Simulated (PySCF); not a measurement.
## Where the electron goes

Compound: (MeGe)4O6 adamantane, C4H12Ge4O6.
Cartesian coordinates in Å at the PBE0-D3(BJ)/def2-SVP level; atoms count from 1:
```xyz
26
C4H12Ge4O6 angstrom
Ge     1.4378   -1.0818    0.4648
C      2.9221   -2.1885    0.9408
O      0.6198   -0.3603    1.8749
Ge    -0.7772    0.6961    1.5455
C     -1.5768    1.4234    3.1218
O     -0.1728    1.9492    0.4321
Ge     0.5853    1.3924   -1.0816
C      1.1896    2.8213   -2.1989
O      1.8933    0.2915   -0.5768
O     -0.6326    0.3560   -1.8688
Ge    -1.2674   -1.0126   -0.9202
C     -2.5573   -2.0526   -1.8737
O      0.1641   -1.9530   -0.4265
O     -1.9029   -0.2948    0.5823
H      3.4705   -2.4744    0.0334
H      2.5576   -3.0910    1.4491
H      3.5896   -1.6332    1.6131
H     -0.8284    2.0048    3.6767
H     -2.4109    2.0782    2.8361
H     -1.9516    0.6081    3.7548
H      0.3647    3.5257   -2.3700
H      1.5292    2.4129   -3.1600
H      2.0217    3.3430   -1.7076
H     -3.4177   -1.4215   -2.1331
H     -2.0999   -2.4439   -2.7923
H     -2.8914   -2.8890   -1.2456
```

Theory: TDDFT B3LYP/def2-SVPD, vertical, gas phase, core orbitals frozen in the response in PySCF. Relativistic effects, spin–orbit coupling among them, are left out although an element past zinc is present.

Kohn–Sham orbitals with the atoms that hold most of them (Löwdin shares over 4%, at most four atoms; ? is withheld):

```csv
orbital,ε (eV),atoms
HOMO-3,-8.32,"O6 14%, O10 13%, O13 13%, O14 13%"
HOMO-2,-8.14,"O3 36%, O14 23%, O9 19%, O10 11%"
HOMO-1,-8.14,"O10 36%, O6 24%, O13 19%, O3 11%"
HOMO,-8.14,"O13 26%, O9 24%, O14 22%, O6 20%"
LUMO,-0.51,?
LUMO+1,0.40,"C8 12%, Ge7 10%, C12 8%, Ge11 7%"
LUMO+2,0.40,"C12 8%, C5 8%, O3 8%, O10 8%"
```

Problem. Which atoms hold the LUMO, and with what shares?

Solution. Ge4 (bonded to C and 3 O) 10%; Ge1 (bonded to C and 3 O) 10%; Ge11 (bonded to C and 3 O) 10%; Ge7 (bonded to C and 3 O) 10%.

Within 0.005 eV of a neighbour in this list lie HOMO-2/HOMO-1/HOMO and LUMO+1/LUMO+2.

Problem. The HOMO–LUMO gap is 7.63 eV. Where does the response calculation put the lowest singlet, and from which orbitals?

Solution. S1 is at 6.72 eV (f = 0.0000), 0.91 eV below the gap, made of HOMO-2/HOMO-1/HOMO→LUMO (≥91%). S1/S2/S3 lie within about 0.01 eV of each other. Without the coupling terms of the response equations the lowest excitation would equal the gap.

Next come S2 at 6.72 eV (f 0.0000), HOMO-2/HOMO-1/HOMO→LUMO (≥91%); S3 at 6.72 eV (f 0.0000), HOMO-2/HOMO-1/HOMO→LUMO (≥96%); S4 at 7.07 eV (f 0.221), HOMO-3→LUMO (98%); S5 at 7.07 eV (f 0.221), HOMO-4→LUMO (98%).

Orbitals of the list HOMO-3 to LUMO+2 that lie within 0.01 eV of each other are written together with a slash and their weights summed (≥ marks a lower bound); for degenerate orbitals outside that list single weights are arbitrary.

One conformer stands for the species.
